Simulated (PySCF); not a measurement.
Cost of one run: shielding job, `[AlH2][N]([SiH3])[SiH2]C1CC1`.

Method: GIAO PBE0/pcSseg-1 NMR shielding, non-relativistic, gas phase (PySCF 2.14.0, density-fitted response routines). Geometry: GFN2-xTB. Work: shieldings, ring-centre shieldings, charges and field gradients, density fitting. A driver script takes a list of jobs; this job's settings line and coordinates (Å) are shown.

Command:
```bash
OMP_NUM_THREADS=1 python probes_run.py task.json out
```

Input:
```
{"job": {"kind": "nmr", "xc": "PBE0", "basis": "pcSseg-1"}, "charge": 0, "multiplicity": 1}
Al     0.489055     0.734983    -1.411916
N      1.366174    -0.005341     0.031335
Si     3.036297    -0.442441     0.256988
Si     0.213609    -0.229531     1.300681
C     -1.316776     0.522469     0.471187
C     -1.776154    -0.094794    -0.843121
C     -2.614178    -0.202330     0.393868
H      0.473338    -0.043405    -2.750892
H      0.314367     2.274381    -1.454425
H      3.722204    -0.099104    -0.990432
H      3.123830    -1.877464     0.548926
H      3.574592     0.304055     1.399120
H      0.509912     0.501129     2.537299
H     -0.038851    -1.645441     1.612249
H     -1.404508     1.603001     0.533598
H     -2.151619     0.532343    -1.646133
H     -1.312802    -1.014711    -1.190128
H     -2.682285    -1.170413     0.869068
H     -3.536008     0.361865     0.431416
```

Hardware: an Arm Neoverse N1 with one thread, shared host with 64 logical CPUs at a one-minute load of 61. PySCF's memory limit was set to 1040 MB.

Problem. How large is the basis?

Solution. 200 functions for 78 electrons, with 1104 fitting functions; the fitted three-index integrals, 1104 × 200 × 201/2 numbers of 8 bytes, come to 170 MiB.

Problem. Which is nearest to the wall time?
A. 64 min
B. 64 s
C. 8.5 min

Solution. B. The run took 64 s. The SCF took 13 cycles.

Problem. How much memory does it need at the peak?

Solution. About 0.84 GiB. Peak memory is the resident size of the whole Python process, interpreter and libraries included.

The SCF part of the output:
```
coarse grid: 16632 points
cycle   1  E = -996.9938502142  dE =  6.430e-01  |g| = 5.805e-01  |ddm| = 3.946e+00
cycle   2  E = -996.8745705255  dE =  1.193e-01  |g| = 9.131e-01  |ddm| = 1.479e+00
cycle   3  E = -997.0676711924  dE = -1.931e-01  |g| = 9.656e-02  |ddm| = 1.079e+00
cycle   4  E = -997.0695267262  dE = -1.856e-03  |g| = 4.030e-02  |ddm| = 1.255e-01
cycle   5  E = -997.0699203069  dE = -3.936e-04  |g| = 8.698e-03  |ddm| = 4.243e-02
cycle   6  E = -997.0699373894  dE = -1.708e-05  |g| = 1.365e-03  |ddm| = 9.880e-03
cycle   7  E = -997.0699378035  dE = -4.142e-07  |g| = 5.516e-04  |ddm| = 2.062e-03
final grid: 144824 points
cycle   8  E = -997.1069047932  dE = -2.445e-05  |g| = 7.682e-03  |ddm| = 2.381e-02
cycle   9  E = -997.1068914576  dE =  1.334e-05  |g| = 1.082e-02  |ddm| = 1.603e-02
cycle  10  E = -997.1069188966  dE = -2.744e-05  |g| = 1.029e-03  |ddm| = 9.777e-03
cycle  11  E = -997.1069191155  dE = -2.189e-07  |g| = 2.872e-04  |ddm| = 1.134e-03
cycle  12  E = -997.1069191339  dE = -1.843e-08  |g| = 4.039e-05  |ddm| = 2.992e-04
cycle  13  E = -997.1069191342  dE = -2.851e-10  |g| = 1.762e-05  |ddm| = 5.499e-05
converged SCF energy = -997.1069191342
```

On the final grid dE counts from the start density on that grid.

Times come from a shared host and carry two figures at best.
